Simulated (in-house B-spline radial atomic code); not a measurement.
**KLI/ALDAx excitations of Ca**

Method: KLI/ALDAx. Computed with an all-electron radial atomic-structure program (B-spline basis): linear response of the closed shell [Ar] 4s2 with the adiabatic LDA exchange kernel on the exchange-only KLI potential; non-relativistic, point nucleus, no spin-orbit coupling, no double excitations, S, P, D and F terms only; shells from n = 2 respond.

Command:
```bash
python run_td.py task.json out
```
Settings (radii: box in bohr, nucleus in fm):
```
Z                        20
electrons                20
configuration            [Ar] 4s2
hamiltonian              nr
method                   kli
box_radius               75
intervals                81
```

Run time, properties included: 1.3 s on 1 thread of Arm Neoverse N1 (shared host).

The lowest states, in the order of their Tamm-Dancoff energies; the method's threshold (minus the highest occupied level) is 5.308 eV. Labels give the largest channel, * marks a mixed state, and oscillator strengths are full-response dipole values. Measured ¹D terms are left out, since they can mix with doubly excited terms. Semilocal kernels can invert the small singlet-triplet splittings of Rydberg terms. Energies in eV:

```
     state  full response  Tamm-Dancoff  oscillator strength  measured (J-weighted term)
4s → 3d 3D              ?             ?                    -                           ?
4s → 4p 3P          1.001         1.332                    -                       1.892
4s → 3d 1D          1.853         1.865                    -                           -
4s → 4p 1P          2.821         2.978                 1.72                       2.933
4s → 5s 3S              ?             ?                    -                           ?
4s → 5s 1S          3.504         3.517                    -                       4.131
4s → 4d 3D          3.711         3.723                    -                       4.681
4s → 5p 3P          3.726         3.744                    -                       4.534
4s → 4d 1D          3.816         3.819                    -                           -
4s → 5p 1P          4.009         4.064                0.169                       4.554
4s → 6s 3S          4.225         4.230                    -                           -
4s → 6s 1S          4.342         4.347                    -                           -
4s → 4f 3F          4.393         4.396                    -                           -
4s → 4f 1F          4.411         4.412                    -                           -
4s → 5d 3D          4.446         4.450                    -                           -
4s → 6p 3P          4.448         4.454                    -                           -
```

Problem. Where does 4s → 5s 3S lie?

Solution. At 3.119 eV in full response, 3.140 eV in Tamm-Dancoff; measured 3.910 eV.

Problem. Where does 4s → 3d 3D lie?

Solution. At 1.002 eV in full response, 1.175 eV in Tamm-Dancoff; measured 2.524 eV.

Problem. How large is the singlet-triplet splitting of 4s → 3d (D terms) in Tamm-Dancoff?

Solution. 0.689 eV, from the unrounded values.

Problem. What polarisabilities and dispersion coefficient does the method give?

Solution. Dipole 173.5 bohr³, quadrupole 4269 bohr⁵, C6 2489 hartree·bohr⁶ for two such species. Recommended dipole value: 160.8 ± 4 bohr³ (Schwerdtfeger and Nagle, table of static dipole polarizabilities (2023 update)), which includes relativity and correlation.
